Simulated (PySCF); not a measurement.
A structure optimised at PBE-D3(BJ)/def2-SVP, used in a PySCF frequency run:

```
C
H 1 1.1109
H 1 1.1114 2 107.92
C 1 1.4990 2 111.30 3 -122.93
C 4 1.3474 1 126.16 2 141.69
H 5 1.1008 4 121.39 1 177.38
H 5 1.1031 6 117.09 4 -179.44
H 4 1.1062 5 118.33 6 0.62
Si 1 1.9053 2 108.17 3 116.27
O 9 1.6853 1 111.36 2 73.69
H 10 0.9733 9 113.88 1 65.88
H 9 1.5007 10 105.29 11 -173.81
H 9 1.5095 12 110.27 10 -120.36
```

**Question.** Write its SMILES and formula.

**Answer.** C=CC[SiH2]O, C₃H₈OSi

**Question.** What are its rotational constants (standard atomic weights)?

**Answer.** 7.2426, 2.1966, 1.9525 GHz
